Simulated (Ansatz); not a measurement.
Abstraction of Cl: NbCl5 + C2H6Ga → NbCl4 + C2H6ClGa

Species: NbCl5 `[Cl][Nb]([Cl])([Cl])([Cl])[Cl]`, singlet; C2H6Ga `C[CH2][GaH]`, doublet; NbCl4 `[Cl][Nb]([Cl])([Cl])[Cl]`, doublet; C2H6ClGa `C[CH2][GaH][Cl]`, singlet. A radical takes Cl: the energy is the difference in strength between the Nb–Cl bond broken and the Ga–Cl bond made.

Shapes, held fixed at every level: PBE0-D4/def2-TZVP. Flexible molecules stand in one conformer, not always the lowest. Programs: Ansatz 0.2.0. The zero-point and thermal change to 298 K, harmonic and unscaled (PBE0-D4/def2-TZVP), is +3.9 kJ/mol.

```tsv
level	kind	ΔH(298 K) (kJ/mol)	less CCSD(T)/def2-TZVPP	CPU time (sum over the molecules)
MP2/def2-SVP	perturbation theory	-134.2	+43.9	–
HF/def2-SVP	Hartree–Fock	-286.0	-107.9	–
SPW92/def2-TZVPP	LDA	-112.7	+65.4	53 s
r2SCAN-D4/def2-TZVPP	meta-GGA	-142.5	+35.6	3.3 min
B3LYP-D4/def2-TZVPP	global hybrid	-164.3	+13.8	3.5 min
BHLYP-D4/def2-TZVPP	global hybrid	-213.9	-35.8	2.7 min
wB97M-V/def2-TZVPP	range-separated hybrid	-187.3	-9.2	7.9 min
CCSD(T)/def2-TZVPP	coupled cluster or CI	-178.1	0.0	22 min
```

The highest level, CCSD(T)/def2-TZVPP, gives ΔH(298 K) = -178.1 kJ/mol; the levels span -286.0 to -112.7. The column of differences is taken from that level and isn't an error. No measured value is set beside it here. Open shells run unrestricted. For atoms past krypton def2 sets carry core potentials with scalar relativity. Relativity is left out for Ga. Outer-core shells of Ga, Nb are correlated, in sets that cover them unevenly. Times are processor times on shared x86 and Arm servers, and rough.
